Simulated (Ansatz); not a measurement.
C2H7FSSi can be A, `CC(F)S[SiH3]`, or B, `C[SiH](F)CS`.

Isolated molecules relaxed with PBE0-D4/def2-TZVP in Ansatz; ΔE leaves out vibrations. CCSD(T)/CBS adds triple-zeta CCSD(T) − MP2 to the extrapolated MP2 energy (def2 sets, frozen cores). Functionals use def2-TZVPP. B3LYP here is the variant with VWN-RPA as its local correlation; programs differ in this. Each species was taken in one conformer, which may not be the lowest.

A:

Z-matrix (Å, degrees):
```
C
C 1 1.504
H 1 1.090 2 110.0
H 1 1.091 2 111.0 3 -120.2
H 1 1.093 2 109.5 3 119.7
F 2 1.381 1 109.1 3 -176.6
S 2 1.823 1 114.5 3 59.1
H 2 1.094 1 111.3 3 -58.5
Si 7 2.137 2 101.9 1 72.0
H 9 1.486 7 112.3 2 -56.9
H 9 1.483 7 103.4 2 -175.1
H 9 1.482 7 112.1 2 66.3
```

B:

```xyz
12

C    -0.1783   -0.1622   -1.6939
Si    0.1621    0.7961   -0.1481
F     1.7526    0.9330    0.0474
C    -0.4955   -0.0546    1.3802
S     0.2962   -1.6660    1.6482
H     0.3117    0.3011   -2.5532
H    -1.2530   -0.1916   -1.8936
H     0.1803   -1.1891   -1.5977
H    -0.3752    2.1810   -0.2275
H    -0.4087    0.5704    2.2718
H    -1.5589   -0.2698    1.2397
H     1.5667   -1.2481    1.5268
```

Task: Which isomer does CCSD(T)/CBS put lower? Give the gap. (Estimate.)

Result: The calculation gave: B, by 201.5 kJ/mol.

Task: Give E(B) − E(A) in kJ/mol with r2SCAN-D4, PBE-D4, B3LYP, CCSD/def2-TZVPP, MP2/def2-TZVPP, HF/def2-TZVPP, PBE0-D4. (An estimate is asked.)

Result: Computed: r2SCAN-D4 -193.8, PBE-D4 -181.0, B3LYP -193.1, CCSD/def2-TZVPP -201.1, MP2/def2-TZVPP -206.6, HF/def2-TZVPP -197.9, PBE0-D4 -188.8. None reverses the order clearly.

Largest T1 diagnostic: 0.011.

From PBE to PBE0 (25 % exact exchange), in def2-TZVPP and without D4, E(B) − E(A) moves by −7.7 kJ/mol.
